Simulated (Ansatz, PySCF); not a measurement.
Energy difference R1 + R2 → P1 + P2, each structure at its B3LYP-D3(BJ)/def2-TZVP stationary point, reached from a drawn start (curvature not checked).
R1, C2H6Zn (SMILES [CH3][Zn][CH3]) (charge 0, multiplicity 1, Z-matrix in Å and degrees):
```
Zn
C 1 1.9566
H 2 1.0922 1 110.83
H 2 1.0922 3 107.94 1 121.78
H 2 1.0922 3 107.94 4 116.43
C 1 1.9566 3 156.24 2 -179.98
H 6 1.0922 1 110.83 3 -0.46
H 6 1.0922 7 107.94 1 -121.78
H 6 1.0922 7 107.94 8 -116.44
```
P1: CH4 (SMILES C), charge 0, multiplicity 1.
R2: HCl (SMILES Cl), charge 0, multiplicity 1.
P2: CH3ClZn (SMILES [CH3][Zn][Cl]), charge 0, multiplicity 1.

P less R. No zero-point or thermal terms; no spin–orbit coupling.

Programs: Ansatz (a quantum-chemistry and plane-wave program); PySCF for the D3/D4 terms. All values are computed, each at the level named.

Q: One of these levels gives -1.658 eV for the reaction energy. Name it.
A) HF/def2-TZVPP
B) BHLYP-D3(BJ)/def2-TZVPP
C) revPBE-D4/def2-TZVPP

A: C, revPBE-D4/def2-TZVPP. The others give -2.100 (HF/def2-TZVPP), -1.893 (BHLYP-D3(BJ)/def2-TZVPP)
